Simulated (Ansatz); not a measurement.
Job for Ansatz (an electronic-structure program): R-B3LYP/def2-TZVPP on FH3SSi (SMILES F[SiH2]S), a point of a torsion scan.

Ansatz 0.2 input:
```yaml
crystal:
  periodic: [false, false, false]
  atoms:
    - {symbol: F, position_ang: [-1.20200048, 1.34383396, -0.26737809]}
    - {symbol: Si, position_ang: [-0.53229924, -0.07784115, 0.06759254]}
    - {symbol: S, position_ang: [1.49789504, 0.35025604, 0.59873680]}
    - {symbol: H, position_ang: [-1.25042495, -0.59522928, 1.21153844]}
    - {symbol: H, position_ang: [-0.57798295, -0.83782746, -1.16209923]}
    - {symbol: H, position_ang: [1.40125523, 1.66153133, 0.43732868]}
basis:
  gaussian:
    orbitals: def2-TZVPP
hamiltonian:
  xc: {name: B3LYP}
scf: {lower_state_search: off}
```

The head of its log:

```
WARN ansatz: RAYON_NUM_THREADS=1 ignored (pool sized by the plan → 1); use --threads N
Functional definition: B3LYP
these checks for a lower state are left out or cut short: stability, starts, cluster_reference, orbital_swaps, neighbouring_geometries, increment
integrals: 0.07 GiB planned
920 factors; their error is unknown
mean field: 0.61 GiB planned
mean field evaluation 1: about -21482.1071 eV, gradient 3.6e1 eV
mean field evaluation 2: about -21479.6015 eV, gradient 5.7e1 eV
```

Give the final energy of this run.

-789.5249 hartree.
